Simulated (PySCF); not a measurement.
## Stretching InBr

Set-up: In x2c-TZVPPall, Br x2c-TZVPPall; spin-free X2C with a Gaussian nucleus (PySCF 2.14). Energies in eV from In + Br in their ground configurations at the same level. State: ¹Σ⁺ (singlet), closed shell.

Curves on a restricted Hartree–Fock reference rise too fast on stretching and do not dissociate correctly.

```
R (Å)  RHF-MP2     RHF   HSE06
2.208   -3.487  -2.110  -3.346
2.311   -3.945  -2.633  -3.825
2.414   -4.180  -2.922  -4.082
2.491   -4.254  -3.030  -4.171
2.568   -4.263  -3.069  -4.196
2.645   -4.225  -3.058  -4.171
2.748   -4.121  -2.986  -4.084
2.876   -3.935  -2.836  -3.918
3.030   -3.668  -2.606  -3.672
3.236   -3.285  -2.265  -3.314
```

Question: Put a parabola through the three lowest points of the RHF-MP2 curve and estimate Re, k and ωe (reduced mass 46.79 u; 1 eV/Å² = 0.16022 mdyn/Å; ωe = 1302.8·√(k/μ) cm⁻¹).

Answer: Through R = 2.491, 2.568, 2.645 Å the second-order coefficient is 3.96 eV/Å², so Re ≈ 2.544 Å, k ≈ 1.27 mdyn/Å and ωe ≈ 215 cm⁻¹. A polynomial fit of higher order to the unrounded RHF-MP2 energies gives Re = 2.542 Å, k = 1.42 mdyn/Å, ωe = 227 cm⁻¹; anharmonicity and rounding make the difference.

The higher-order fit for each curve: RHF-MP2: Re = 2.542 Å, ωe = 227 cm⁻¹, De = 4.27 eV; RHF: Re = 2.586 Å, ωe = 215 cm⁻¹, De = 3.07 eV; HSE06: Re = 2.564 Å, ωe = 219 cm⁻¹, De = 4.20 eV.

Correlated steps freeze 27 core orbitals. These are scalar-relativistic numbers at best; spin–orbit coupling would shift them, the dissociation energy most. Where the molecule has an RHF reference, its open-shell atoms are computed with UHF.
